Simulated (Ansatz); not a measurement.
`[NH2][Al]([OH])[Br]`, relaxed with RKS PBE0-D4/def2-TZVP in the Gaussian-basis code of Ansatz from a PBE-D4/def2-SVP geometry. The force threshold is 0.005 eV/Å; the program also tests the step.

The species carries charge 0 and has multiplicity 1.

Start:

```xyz
7

N    -0.189   -1.126   -0.528
Al    0.269    0.522   -0.060
O    -0.231    1.315    1.373
Br    1.619    1.700   -1.439
H    -0.789   -1.761    0.000
H     0.126   -1.572   -1.392
H    -0.805    0.922    2.047
```

Question: How much energy does the relaxation release, and in how many steps? (Estimate.)

Answer: The calculation gave: 3.08 kJ/mol, in 5 steps.

Question: Which bonds change most? (Best estimate.)

Answer: The calculation gave: Al2–O3 from 1.712 to 1.686 Å; N1–Al2 from 1.774 to 1.755 Å; Al2–Br4 from 2.261 to 2.245 Å; N1–H6 from 1.022 to 1.007 Å.

Question: Give the relaxed structure. (Best estimate.)

Answer: Ansatz gave: 
```xyz
7

N    -0.187   -1.109   -0.519
Al    0.270    0.522   -0.060
O    -0.232    1.287    1.357
Br    1.610    1.685   -1.435
H    -0.779   -1.727    0.011
H     0.120   -1.553   -1.369
H    -0.801    0.894    2.015
```
